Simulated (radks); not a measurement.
Q: These are the eigenvalues of the occupied orbitals of an atom or ion with whole-number occupations (Ry). Method: scalar-relativistic Kohn-Sham, PBEsol, spin-polarised, spherical densities, point nucleus; computed with a radial shooting solver on a logarithmic mesh with Libxc functionals.

| orbital | eigenvalue |
|---|---|
| 1s down | -5107.312 |
| 1s up | -5107.311 |
| 2s up | -882.4955 |
| 2s down | -882.4825 |
| 2p up | -771.9594 |
| 2p down | -771.9490 |
| 3s up | -204.1231 |
| 3s down | -204.1193 |
| 3p up | -171.3969 |
| 3p down | -171.3926 |
| 3d up | -133.7585 |
| 3d down | -133.7500 |
| 4s up | -43.01482 |
| 4s down | -43.00377 |
| 4p up | -32.27983 |
| 4p down | -32.26939 |
| 4d up | -18.68164 |
| 4d down | -18.66894 |
| 5s up | -7.03576 |
| 5s down | -6.91389 |
| 5p up | -4.41876 |
| 5p down | -4.25332 |
| 4f up | -3.61966 |
| 4f down | -3.59103 |
| 5d up | -1.54232 |

Which element is it, and in what charge state? The configuration may be excited. Open shells, if any, are filled with parallel spins first.

A: Z = 74, tungsten, charge +2: W2+ in [Xe] 4f14 5d4. The list shows which subshells hold electrons but not how many an open one holds; the 1s level, -2553.7 hartree, gives Z - s = 71.5 by -(Z - s)^2/2, which with screening and relativity narrows Z to a few neighbours, and the depths of the outer levels then fix element, charge and occupations together.
